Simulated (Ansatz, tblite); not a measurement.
Isomers of B12⁺ (doublet), found by a short tight-binding search and relaxed with r2SCAN-D4/def2-SVP in Ansatz.

The xTB rows come from tblite.

Other spin states weren't relaxed.

A:

```xyz
12

B     1.515   -0.271   -0.519
B    -1.179    0.274    1.016
B     1.154   -0.054    1.078
B    -0.824   -0.086   -1.986
B     0.198    1.489    0.403
B    -0.139   -1.160   -0.920
B    -0.138   -0.595    2.037
B    -0.212   -1.374    0.698
B     0.871   -0.325   -1.941
B    -1.501    0.154   -0.600
B     0.091    1.004    1.873
B     0.164    0.945   -1.137
```

B:

```xyz
12

B     1.623   -0.792    0.377
B    -1.178    0.906   -1.082
B     0.420   -0.965    1.448
B     1.609    0.780   -0.227
B    -1.617   -0.648   -0.606
B    -0.415   -0.471   -1.676
B     1.173    0.535    1.311
B     1.181   -0.539   -1.182
B    -1.176   -0.887    0.955
B     0.436    0.954   -1.400
B    -1.614    0.659    0.455
B    -0.442    0.469    1.627
```

Estimate which lies lowest at each level, and how far above it the others are (kJ/mol).


```csv
level,A,B
GFN1-xTB,19.5,0.0
GFN2-xTB,96.9,0.0
PBE-D4/def2-TZVP,24.5,0.0
r2SCAN-D4/def2-TZVP,30.7,0.0
PBE0-D4/def2-TZVP,8.8,0.0
```
Point groups (tolerance 0.1 Å): A not assigned, B not assigned. Lower isomers may exist.
